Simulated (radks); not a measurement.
The numbers below are computed, except where a source is named.
The ytterbium ion Yb30+, configuration [Kr] 4d4 (the NIST ground configuration). Code: a radial shooting solver on a logarithmic mesh with Libxc functionals. Model: Dirac Kohn-Sham, relativistic LDA (MacDonald-Vosko exchange, VWN5 correlation), spin-unpolarised, spherical densities, finite nucleus; open shells fill j = l - 1/2 first; Fermi nuclear charge, rms radius 5.3108 fm.

Normalised radial functions P(r) = r R(r) (large component), r in bohr:

r	4p1/2	4d3/2
0.001319	0.0185	0.0001
0.001676	0.0245	0.0001
0.002148	0.0329	0.0002
0.002731	0.0441	0.0004
0.003472	0.0598	0.0007
0.004449	0.0824	0.0013
0.005656	0.1128	0.0024
0.007247	0.1562	0.0045
0.009213	0.2130	0.0083
0.01171	0.2874	0.0152
0.01501	0.3843	0.0281
0.01908	0.4944	0.0503
0.02445	0.6133	0.0901
0.03108	0.7082	0.1542
0.03951	0.7418	0.2547
0.05063	0.6537	0.4073
0.06437	0.3966	0.6024
0.08183	-0.0395	0.8202
0.1049	-0.5881	1.0009
0.1333	-0.9996	1.0208
0.1708	-1.0043	0.7491
0.2172	-0.4295	0.1474
0.2761	0.5602	-0.6713
0.3538	1.4864	-1.4143
0.4497	1.7583	-1.6738
0.5717	1.3448	-1.3751
0.7326	0.6581	-0.7650
0.9314	0.2041	-0.2825
1.193	0.0335	-0.0586
1.517	0.0028	-0.0066

4p1/2: eigenvalue -1359.0 eV, 2 radial nodes at r = 0.0803, 0.243 bohr, <r> = 0.449 bohr, 90 % of the charge inside 0.643 bohr. 4d3/2: eigenvalue -1152.1 eV, 1 radial node at r = 0.227 bohr, <r> = 0.464 bohr, 90 % of the charge inside 0.678 bohr.
